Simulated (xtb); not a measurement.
Bi(OH)2(OMe) (CH5BiO3), SMILES C[O][Bi]([OH])[OH]. All values are semi-empirical tight-binding results from xtb (GFN2-xTB unless named), good for trends rather than for accurate numbers. Geometry: GFN2-xTB. The structure was generated by enumeration; whether it is a known compound was not checked. One conformer was computed; it need not be the lowest.

Optimised geometry:

Bonded distances (Å): Bi1–O2 2.041, Bi1–O4 2.046, Bi1–O6 2.088, O2–H3 0.956, O4–H5 0.955, O6–C7 1.399, C7–H8 1.095, C7–H9 1.091, C7–H10 1.098. Bond angles (°): O2–Bi1–O4 91.6, O2–Bi1–O6 94.3, O4–Bi1–O6 91.9, Bi1–O2–H3 111.0, Bi1–O4–H5 110.7, Bi1–O6–C7 118.9, O6–C7–H8 111.5, O6–C7–H9 107.1, O6–C7–H10 112.0, H8–C7–H9 109.1, H8–C7–H10 108.5, H9–C7–H10 108.6.
Charge 0, spin multiplicity 1.

For metal compounds this method's bond lengths and energies can be far off.

```yaml
orbital_gap: 6.48 eV
zero_point_energy: 40.6 kcal/mol
G − E(el) at 298.15 K (modified RRHO): 18.8 kcal/mol
```

Problem. Give the atomic charges and the Wiberg bond orders between heavy atoms. (Estimate from the structure and the level; the computed values follow.)

Solution. charges (e) Bi1 0.97, O2 -0.61, H3 0.31, O4 -0.62, H5 0.30, O6 -0.50, C7 0.06, H8 0.03, H9 0.05, H10 0.01. Bond orders Bi1–O2 0.89, Bi1–O4 0.88, Bi1–O6 0.83, O6–C7 1.01.
